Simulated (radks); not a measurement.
Q: The arsenic anion As3-, [Kr], held by a Watson sphere: a shell of charge +3 at radius R that stands for the Madelung well of a crystal (potential energy -3/R inside, -3/r outside, in hartree with lengths in bohr). Method: scalar-relativistic Kohn-Sham, r2SCAN, spin-polarised, spherical densities, finite nucleus; meta-GGA in the generalised Kohn-Sham scheme; Fermi nuclear charge, rms radius of each element as measured or else 0.836 A^(1/3) + 0.57 fm; computed with a radial shooting solver on a logarithmic mesh with Libxc functionals.

R (bohr)  e(3d) (eV)  e(4s) (eV)  e(4p) (eV)  <r> 4p (bohr)  sum of <r^2> (bohr^2)  X-ray form factor at sin(theta)/lambda = 0.3 1/angstrom
2.24         -40.254     -17.366      -7.901          2.421                  59.40                                                   22.463
2.78         -39.070     -15.455      -6.799          2.641                  68.22                                                   22.508
2.93         -38.881     -15.010      -6.500          2.701                  70.76                                                   22.528
3.85         -38.135     -12.974      -4.890          3.058                  86.99                                                   22.628
4.2          -37.934     -12.452      -4.396          3.188                  93.54                                                   22.646
4.65         -37.717     -11.931      -3.852          3.352                  102.4                                                   22.658
4.71         -37.691     -11.873      -3.787          3.373                  103.6                                                   22.659
5.17         -37.513     -11.490      -3.337          3.536                  113.2                                                   22.665

Estimate the row for R = 2.72 bohr.

A: e(3d) (eV) -39.157; e(4s) (eV) -15.643; e(4p) (eV) -6.920; <r> 4p (bohr) 2.617; sum of <r^2> (bohr^2) 67.21; X-ray form factor at sin(theta)/lambda = 0.3 1/angstrom 22.500.
